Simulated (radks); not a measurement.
Spherical quantum dot in the effective-mass picture: electrons in a hard-walled sphere of radius 6.24, with a point charge +1 (a donor) at the centre, all in effective atomic units (hartree* = m*/eps^2 hartree, bohr* = eps/m* bohr), one dielectric constant everywhere. Calculated with a radial shooting solver with Libxc functionals: non-relativistic Kohn-Sham, exchange-only LDA, spin-polarised, spherical densities. Levels are named by radial order and angular momentum (1s, 1p, 1d, 2s, ...), and open shells are averaged over m. Results are scaled to m* = 0.109 and eps = 4.4, for which hartree* = 153.2 meV and bohr* = 2.136 nm.

N = 5, configuration 1s2 1p(up 3, down 0). This is the lowest configuration that the search found. Occupied and some empty levels:

| level | occupation | eigenvalue (meV) | <r> (nm) |
|---|---|---|---|
| 1s up | 1 | 127.70 | 6.285 |
| 1s down | 1 | 134.01 | 4.596 |
| 1p up | 3 | 148.67 | 8.434 |
| 1p down | 0 | 165.80 | 8.277 |
| 2s up | 0 | 166.67 | 5.957 |
| 1d up | 0 | 170.91 | 9.007 |
| 2s down | 0 | 173.32 | 7.212 |
| 1d down | 0 | 188.96 | 8.989 |
| 1f up | 0 | 198.99 | 9.404 |
| 1f down | 0 | 217.18 | 9.423 |

Energy (meV): total 248.770, kinetic 196.51, external -316.99, Hartree 503.81, exchange-correlation -134.57.
